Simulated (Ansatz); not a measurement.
Pulling on the B1–H2 bond in CH5BO (SMILES BOC) (multiplicity 1 held, fragments rigid). Energies count from the point at 1.192 Å.
Geometry at that point (charge 0, multiplicity 1):
```xyz
8

B     -0.2960     0.1129     1.2719
H     -1.1841     0.5267     1.9515
H      0.6968    -0.3789     1.7308
O     -0.4473     0.2180    -0.0567
C      0.5353    -0.2356    -0.9832
H      1.3962    -0.6649    -0.4663
H      0.0826    -0.9869    -1.6307
H      0.8558     0.6097    -1.5925
```

Restricted levels (R-, RO-) in cc, def2 and unpolarised 6-31G sets keep to the state of the molecule at rest. Active spaces are followed from a long bond inwards. Levels need not reach the same state.

Cores are frozen in the correlated methods.

The values were computed with Ansatz (Gaussian orbitals). Values without a source in brackets are computed.

What energy at R = 3.816 Å does R-B3LYP/cc-pVTZ give?

576 kJ/mol

What is the computed energy at R = 3.816 Å (SC-NEVPT2 on CASSCF(2,2)/cc-pVTZ)?

443 kJ/mol

What is the computed energy at R = 3.816 Å (FIC-MRCISD+Q on CASSCF(2,2)/cc-pVTZ)?

457 kJ/mol

Doubts at one or more of the structures used: a restricted determinant that unrestricted orbitals would lower (R-B3LYP/cc-pVTZ).

Ansatz is a first-principles code.
